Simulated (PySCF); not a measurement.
Compound: C₃H₇BO₂.
Atom-mapped SMILES: `[CH3:1][B:2]1[O:3][CH2:4][CH2:5][O:6]1` (hydrogens: H7, H8, H9 on C1; H10, H11 on C4; H12, H13 on C5)

Method: PySCF 2.14.0, PBE0-D3(BJ)/def2-SVP geometry optimisation, gas phase; density fitting, grid level 1; the optimiser is geomeTRIC in internal coordinates, started from a GFN2-xTB structure with every atom displaced at random (about 0.01 Å).

At the end of the run (lengths in Å): O3–C4 1.415, C1–B2 1.561, C1–H8 1.099, C4–H10 1.102, C1–H9 1.103, C5–H12 1.102, C1–H7 1.099, O3–C4–C5 105.0°, O3–B2–O6 112.5°, C1–B2–O3 123.6°, B2–O3–C4 108.8°, C1–B2–O3–C4 -179°, B2–O3–C4–C5 0°, O3–C4–C5–O6 -1°, H7–C1–B2–O3 -164°.

Problem. These geometries were met on the way; a selection of coordinates is given. Order them by energy above the end point, lowest first.
A. O3–C4 1.434, C1–B2 1.557, C1–H8 1.110, C4–H10 1.093, C1–H9 1.104, C5–H12 1.106, C1–H7 1.099, O3–C4–C5 104.7°, O3–B2–O6 112.6°, C1–B2–O3 124.2°, B2–O3–C4 108.5°, C1–B2–O3–C4 -177°, B2–O3–C4–C5 0°, O3–C4–C5–O6 0°, H7–C1–B2–O3 -164°
B. O3–C4 1.359, C1–B2 1.604, C1–H8 1.057, C4–H10 1.118, C1–H9 1.089, C5–H12 1.090, C1–H7 1.087, O3–C4–C5 106.6°, O3–B2–O6 111.7°, C1–B2–O3 123.9°, B2–O3–C4 109.2°, C1–B2–O3–C4 180°, B2–O3–C4–C5 0°, O3–C4–C5–O6 0°, H7–C1–B2–O3 -153°
C. O3–C4 1.418, C1–B2 1.563, C1–H8 1.099, C4–H10 1.103, C1–H9 1.103, C5–H12 1.102, C1–H7 1.099, O3–C4–C5 104.9°, O3–B2–O6 112.4°, C1–B2–O3 123.8°, B2–O3–C4 108.8°, C1–B2–O3–C4 -179°, B2–O3–C4–C5 0°, O3–C4–C5–O6 -1°, H7–C1–B2–O3 -164°

Solution. C (0.000 eV), A (0.012 eV), B (0.135 eV).

| step | E above end (eV) | rms distance from the end, all atoms (Å) | largest force (eV/Å) | rms shift of all bonds from the end (Å) |
| --- | --- | --- | --- | --- |
| 3 | 0.000 | 0.003 | 0.103 | 0.001 |
| 1 | 0.012 | 0.016 | 0.746 | 0.007 |
| 0 | 0.135 | 0.096 | 2.355 | 0.024 |

Rows stand in the order of the answer.
